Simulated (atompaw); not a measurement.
# Logarithmic derivatives: nickel, PAW (atompaw)

- Element: Ni (Z = 28)
- Generator: atompaw 4.2.0.5
- Type: PAW
- Functional: PBE
- Relativity: scalar-relativistic
- Frozen core: [Ar]
- Valence charge: 10
- Reference configuration: 3d8 4s2 4p0
- Partial waves: 4s (bound): rc 2.75 bohr; 4s channel at 0.45 Ry: rc 2.75 bohr; 4p (bound, empty): rc 2.75 bohr; 4p channel at 0.4 Ry: rc 2.60 bohr; 3d (bound): rc 1.05 bohr; 3d channel at 2.95 Ry: rc 1.05 bohr
- Local potential: ultrasoft scheme with l = 3 at -0.5 Ry, radius 2.50 bohr
- Core correction: smooth core density matched at 2.10 bohr
- Augmentation charge: besselshape compensation charge, radius 2.45 bohr; PAW radius 2.75 bohr; waves and projectors: custom polynom gramschmidtortho

The phase is arctan(r·u′/u) with u = r·R(r), unwrapped; energies in Ry, scanned from -3 to 5 Ry. A pole is an energy at which the radial function vanishes at the test radius. The pseudo phase is shifted by a multiple of π to meet the all-electron one at the reference energy, and phase errors are pseudo minus all-electron; the curves can meet again beyond the range given. Levels narrower than the energy grid can be missing from the lists of poles.

| channel | radius (bohr) | reference energy (Ry) | poles, all-electron | poles, pseudo | unbroken range about the reference energy with phases within 0.05 rad | phase error 1 Ry above the reference energy (rad) |
| --- | --- | --- | --- | --- | --- | --- |
| s | 2.75 | -0.41 | 0.83 | 0.83 | below 3.2 | -0.000 |
| p | 2.75 | -0.09 | 1.78 | 1.77 | below 3.8 | -0.000 |
| d | 2.75 | -0.65 | -0.59, 3.50 | -0.59, 3.50 | the whole range | -0.002 |

Phases in the s channel:

```tsv
E (Ry)	all-electron	pseudo
-3.00	1.326	1.326
-2.76	1.311	1.310
-2.52	1.292	1.292
-2.28	1.270	1.270
-2.04	1.241	1.241
-1.80	1.202	1.202
-1.56	1.148	1.148
-1.32	1.065	1.065
-1.08	0.925	0.925
-0.84	0.645	0.645
-0.60	0.044	0.044
-0.36	-0.722	-0.722
-0.12	-1.141	-1.141
0.12	-1.339	-1.339
0.36	-1.449	-1.449
0.60	-1.521	-1.521
0.84	-1.573	-1.573
1.08	-1.615	-1.615
1.32	-1.651	-1.651
1.56	-1.686	-1.686
1.80	-1.720	-1.721
2.04	-1.757	-1.758
2.28	-1.800	-1.802
2.52	-1.852	-1.856
2.76	-1.921	-1.931
3.00	-2.020	-2.042
3.24	-2.179	-2.232
3.48	-2.458	-2.599
3.72	-2.959	-3.253
3.96	-3.575	-3.869
4.20	-3.994	-4.199
4.44	-4.222	-4.373
4.68	-4.354	-4.479
4.92	-4.438	-4.552
```
